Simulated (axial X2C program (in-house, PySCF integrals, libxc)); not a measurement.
## Spin–orbit effects down a group: molecules with Si, PBE0

All values come from calculations with an in-house relativistic program for diatomic molecules, spin-free (one-electron X2C) or two-component (2c: spin–orbit coupling with atomic mean-field Coulomb and Gaunt terms, which also bring small scalar terms), in Dyall basis sets with cores contracted in-house; open shells are unrestricted.

Basis sets: O dyall-av3z, Se dyall-cv3z, Si dyall-v3z, Te dyall-cv3z.

```
molecule  spin-free state  Re (Å)  ωe (cm⁻¹)  De (eV)  2c state  Re 2c (Å)  ωe 2c (cm⁻¹)  De 2c (eV)
     SiO   M_S = 0, Λ = 0   1.516     1261.5     7.77     Ω = 0      1.516        1261.4        7.77
    SiSe   M_S = 0, Λ = 0   2.062      590.0     5.44     Ω = 0      2.063         589.1        5.38
    SiTe   M_S = 0, Λ = 0   2.273      495.3     4.59     Ω = 0      2.276         491.6        4.34
```

(1) Work out the shifts from the spin-free to the two-component result.

Each entry is the lowest single determinant of a limited PBE0 search at one distance. De goes to single-determinant-based atoms at the same level (for ions the charge split of lowest energy) and is withheld (n/a) where an atom does not fit its ground term or J level. Main or longest-lived isotopes. Some light 2c atoms are not at their ground J level, so De misses part of their lowering (0.04 eV or less). The functionals have no current term, which raises determinants with orbital currents.

Results:

(1) 

```json
{"molecule": "SiO", "2c state": "Ω = 0", "ΔRe (Å)": "0.000", "Δωe (cm⁻¹)": "-0.1", "ΔDe (eV)": "0.00"}
{"molecule": "SiSe", "2c state": "Ω = 0", "ΔRe (Å)": "0.001", "Δωe (cm⁻¹)": "-0.9", "ΔDe (eV)": "-0.06"}
{"molecule": "SiTe", "2c state": "Ω = 0", "ΔRe (Å)": "0.003", "Δωe (cm⁻¹)": "-3.7", "ΔDe (eV)": "-0.25"}
```

Shifts of one unit in the last digit are rounding.
